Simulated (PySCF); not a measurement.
**Spin-rotation constants: `CC[C@@H]1[C@@H](C)[C@@H]1OC`, C7H14O**

Molfile (atoms numbered from 1):
```
C7H14O
     RDKit          3D

 22 22  0  0  0  0  0  0  0  0999 V2000
    2.8168   -0.5213    0.3354 C   0  0  0  0  0  0  0  0  0  0  0  0
    1.5134   -1.0213   -0.2794 C   0  0  0  0  0  0  0  0  0  0  0  0
    0.6131    0.1312   -0.6556 C   0  0  2  0  0  0  0  0  0  0  0  0
   -0.2869    0.7563    0.3774 C   0  0  1  0  0  0  0  0  0  0  0  0
   -0.4833    2.2501    0.4297 C   0  0  0  0  0  0  0  0  0  0  0  0
   -0.8728   -0.0609   -0.7462 C   0  0  2  0  0  0  0  0  0  0  0  0
   -1.3925   -1.3282   -0.4904 O   0  0  0  0  0  0  0  0  0  0  0  0
   -2.6978   -1.2883    0.0347 C   0  0  0  0  0  0  0  0  0  0  0  0
    2.6139    0.0756    1.2217 H   0  0  0  0  0  0  0  0  0  0  0  0
    3.4531   -1.3564    0.6180 H   0  0  0  0  0  0  0  0  0  0  0  0
    3.3585    0.0985   -0.3761 H   0  0  0  0  0  0  0  0  0  0  0  0
    0.9888   -1.6678    0.4247 H   0  0  0  0  0  0  0  0  0  0  0  0
    1.7302   -1.6140   -1.1713 H   0  0  0  0  0  0  0  0  0  0  0  0
    1.0470    0.8038   -1.3873 H   0  0  0  0  0  0  0  0  0  0  0  0
   -0.2846    0.2723    1.3474 H   0  0  0  0  0  0  0  0  0  0  0  0
    0.3379    2.7205    0.9685 H   0  0  0  0  0  0  0  0  0  0  0  0
   -0.5173    2.6661   -0.5748 H   0  0  0  0  0  0  0  0  0  0  0  0
   -1.4134    2.5006    0.9379 H   0  0  0  0  0  0  0  0  0  0  0  0
   -1.4124    0.4780   -1.5270 H   0  0  0  0  0  0  0  0  0  0  0  0
   -2.7264   -0.7684    0.9992 H   0  0  0  0  0  0  0  0  0  0  0  0
   -3.0101   -2.3219    0.1684 H   0  0  0  0  0  0  0  0  0  0  0  0
   -3.3858   -0.7850   -0.6557 H   0  0  0  0  0  0  0  0  0  0  0  0
  1  2  1  0
  2  3  1  0
  3  4  1  0
  4  5  1  0
  4  6  1  0
  6  7  1  0
  7  8  1  0
  6  3  1  0
  1  9  1  0
  1 10  1  0
  1 11  1  0
  2 12  1  0
  2 13  1  0
  3 14  1  6
  4 15  1  1
  5 16  1  0
  5 17  1  0
  5 18  1  0
  6 19  1  6
  8 20  1  0
  8 21  1  0
  8 22  1  0
M  END
```

Theory: GIAO HF/pcSseg-1 magnetisability, rotational g tensor and spin-rotation constants, non-relativistic, gas phase in PySCF 2.14.0. Geometry: GFN2-xTB.

(1) Give the nuclear spin-rotation constants along the inertial axes (H = +C I·J) beside the isotropic shieldings.

(2) How do the rotational constants and the g tensor change when H9, H10, H11, H12, H13, H14, H15, H16, H17, H18, H19, H20, H21, H22 are replaced by deuterium?

Results:

(1) Rotational constants 2.5819, 1.4179, 1.0210 GHz. A star marks the isotopologue with that one atom substituted, in its own axes.
```csv
atom,isotope,Caa (kHz),Cbb (kHz),Ccc (kHz),mean (kHz),σ (ppm)
H9,1H,-0.282,-0.064,-0.048,-0.131,31.1
H10,1H,-0.201,-0.041,-0.093,-0.112,30.9
H11,1H,-0.186,-0.132,-0.036,-0.118,31.1
H12,1H,-0.205,-0.126,-0.032,-0.121,31.2
H13,1H,-0.281,-0.059,-0.039,-0.126,30.5
H14,1H,-0.224,-0.136,-0.040,-0.133,32.0
H15,1H,-0.296,-0.164,0.007,-0.151,32.0
H16,1H,-0.045,-0.130,-0.089,-0.088,30.7
H17,1H,-0.313,-0.160,0.012,-0.153,32.0
H18,1H,-0.065,-0.129,-0.081,-0.091,30.6
H19,1H,-0.172,-0.132,-0.021,-0.109,29.7
H20,1H,-0.278,-0.063,-0.015,-0.119,29.0
H21,1H,-0.231,0.027,-0.092,-0.098,28.6
H22,1H,-0.140,-0.110,-0.036,-0.095,29.0
C1,13C*,0.314,0.183,0.137,0.211,176.9
C2,13C*,0.384,0.186,0.136,0.235,171.3
C3,13C*,0.484,0.146,0.139,0.256,168.6
C4,13C*,0.359,0.172,0.125,0.218,178.0
C5,13C*,0.363,0.165,0.139,0.222,174.7
C6,13C*,0.638,0.187,0.199,0.341,135.4
O7,17O*,-0.196,-0.026,-0.050,-0.091,338.2
C8,13C*,0.367,0.300,0.205,0.291,138.2
```
For the geometry as given, no vibrational averaging.

(2) Constants 2.0527, 1.1541, 0.8426 GHz; g -0.0006, 0.0050, -0.0007, against -0.0006, 0.0060, -0.0008 before.
